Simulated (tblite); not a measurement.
Species: C9H12N (charge +1).
Atom-mapped SMILES: `[CH3:1][N:2]([CH3:3])[c:4]1[cH:5][cH:6][cH:7][cH:8][cH:9][cH+:10]1` (hydrogens: H11, H12, H13 on C1; H14, H15, H16 on C3; H17 on C5; H18 on C6; H19 on C7; H20 on C8; H21 on C9; H22 on C10)

Cartesian coordinates in Å at the GFN2-xTB level; atoms count from 1:
```xyz
22
C9H12N angstrom
C     -2.4115   -0.9327    0.4844
N     -1.5441    0.1244    0.0085
C     -2.1720    1.3998   -0.2629
C     -0.2365   -0.0513   -0.1412
C      0.3589   -1.3009    0.2228
C      1.6625   -1.5864    0.4969
C      2.7852   -0.7289    0.5253
C      2.8801    0.5141   -0.0286
C      1.8748    1.1989   -0.7472
C      0.5332    0.9706   -0.7861
H     -2.3496   -1.8124   -0.1587
H     -2.1570   -1.2199    1.5065
H     -3.4421   -0.5896    0.4721
H     -3.1115    1.4624    0.2807
H     -2.3878    1.5179   -1.3278
H     -1.5409    2.2234    0.0692
H     -0.3229   -2.1337    0.3172
H      1.8659   -2.6093    0.7892
H      3.6778   -1.1414    0.9765
H      3.8413    1.0078    0.0178
H      2.2228    2.0544   -1.3126
H     -0.0370    1.6521   -1.4026
```

Computed geometry: GFN2-xTB, gas phase.

Take the most abundant isotopes and a rigid rotor. The values belong to one conformer.

Problem. Give the principal moments of inertia and the rotational constants in MHz.

Solution. Ia = 191.00, Ib = 511.93, Ic = 682.27 u·Å²; 505379 MHz·u·Å²/I gives A = 2646, B = 987.2, C = 740.7 MHz.

Problem. What kind of rotor is it?

Solution. An asymmetric top: κ = (2 × 987.2 − 2646 − 740.7)/(2646 − 740.7) = -0.74.

Problem. What does the inertial defect say?

Solution. Not planar: Δ = Ic − Ia − Ib = -20.67 u·Å². For a rigid frame Δ = −2 Σ m c², so Σ m c² = 10.33 u·Å² lies off the ab plane: 4.91 from hydrogen and 5.42 from heavier atoms. The atom farthest from that plane is 0.91 Å away.

Problem. List the rotational levels J(Ka,Kc) to J = 4 (cm⁻¹).

Solution. Above 0(0,0):
J = 1: 1(0,1) 0.0576, 1(1,1) 0.1130, 1(1,0) 0.1212
J = 2: 2(0,2) 0.1721, 2(1,2) 0.2200, 2(1,1) 0.2447, 2(2,1) 0.4107, 2(2,0) 0.4115
J = 3: 3(0,3) 0.3416, 3(1,3) 0.3801, 3(1,2) 0.4294, 3(2,2) 0.5836, 3(2,1) 0.5878, 3(3,1) 0.8813, 3(3,0) 0.8813
J = 4: 4(0,4) 0.5642, 4(1,4) 0.5927, 4(1,3) 0.6745, 4(2,3) 0.8135, 4(2,2) 0.8257, 4(3,2) 1.1134, 4(3,1) 1.1138, 4(4,1) 1.5281, 4(4,0) 1.5281
Those of J = 1 are B + C, A + C and A + B.

Its GFN2-xTB frequencies are all real (lowest 40 cm⁻¹). Constants of a rigid frame at the computed geometry: no zero-point averaging, no centrifugal distortion.
